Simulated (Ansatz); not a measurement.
Consider the cleavage of the Ge–Si bond: `[SiH3][SiH2][GeH2][SiH2][SiH3]` + H–F → `[F][GeH2][SiH2][SiH3]` + `[SiH3][SiH3]`.

Gas-phase electronic energies from Ansatz, PBE0-D4/def2-TZVP geometries. CCSD(T)/CBS adds triple-zeta CCSD(T) − MP2 to the extrapolated MP2 energy (def2 sets, frozen cores). This one scheme is used for every species. For Ge outer-core shells are correlated without core-valence functions, which leaves a few kJ/mol of doubt a bond. Scalar relativity is left out up to krypton. One conformer a species, not always the lowest.

`[SiH3][SiH2][GeH2][SiH2][SiH3]`:

Z-matrix (Å, degrees):
```
Si
Si 1 2.337
H 1 1.488 2 109.4
H 1 1.488 2 109.8 3 118.9
H 1 1.488 2 111.6 3 -120.4
Ge 2 2.382 1 109.3 3 -59.8
H 2 1.490 1 110.4 3 178.2
H 2 1.490 1 109.5 3 59.1
Si 6 2.382 2 109.0 1 50.1
H 6 1.540 2 109.7 1 -70.6
H 6 1.540 2 110.2 1 170.7
Si 9 2.337 6 109.4 2 50.3
H 9 1.490 6 108.6 2 -69.1
H 9 1.490 6 110.7 2 172.1
H 12 1.488 9 109.4 6 -59.3
H 12 1.488 9 111.6 6 -179.7
H 12 1.488 9 109.8 6 59.6
```

H–F:

```xyz
2

F    -0.374    0.260   -0.062
H     0.374   -0.260    0.062
```

`[F][GeH2][SiH2][SiH3]`:

Z-matrix (Å, degrees):
```
Ge
Si 1 2.385
F 1 1.754 2 105.5
H 1 1.540 2 113.7 3 114.7
H 1 1.539 2 115.9 3 -116.0
Si 2 2.338 1 108.7 3 -42.0
H 2 1.490 1 107.8 3 -162.6
H 2 1.488 1 109.2 3 79.6
H 6 1.487 2 109.1 1 -54.6
H 6 1.487 2 110.3 1 -174.3
H 6 1.485 2 109.6 1 65.2
```

`[SiH3][SiH3]`:

```xyz
8

Si    0.272    1.085    0.341
Si   -0.272   -1.085   -0.341
H     1.712    1.164    0.707
H     0.006    2.053   -0.756
H    -0.541    1.472    1.525
H    -0.003   -2.053    0.755
H     0.539   -1.471   -1.527
H    -1.713   -1.165   -0.704
```

| species | CCSD(T)/CBS(def2) energy (Eh) |
| --- | --- |
| `[SiH3][SiH2][GeH2][SiH2][SiH3]` | -3239.63817 |
| H–F | -100.39570 |
| `[F][GeH2][SiH2][SiH3]` | -2758.29466 |
| `[SiH3][SiH3]` | -581.74359 |

(1) Work out ΔE.

Largest T1 diagnostic among the species: 0.013.

Results:

(1) ΔE = (-2758.29466) + (-581.74359) − (-3239.63817) − (-100.39570) = -0.00438 Eh = -2.7 kcal/mol.

The D4 term adds +4.9 kcal/mol with B3LYP and +3.0 kcal/mol with PBE0; it sums over pairs of atoms, weighted by their polarisabilities, and B3LYP, whose exchange is more repulsive, gets the larger term. In def2-TZVPP, CCSD(T) changes the Hartree–Fock value by +11.2 kcal/mol (the triples alone add +1.3 kcal/mol) and MP2 by +12.2 kcal/mol.

B3LYP here is the variant with VWN-RPA as its local correlation; programs differ in this.
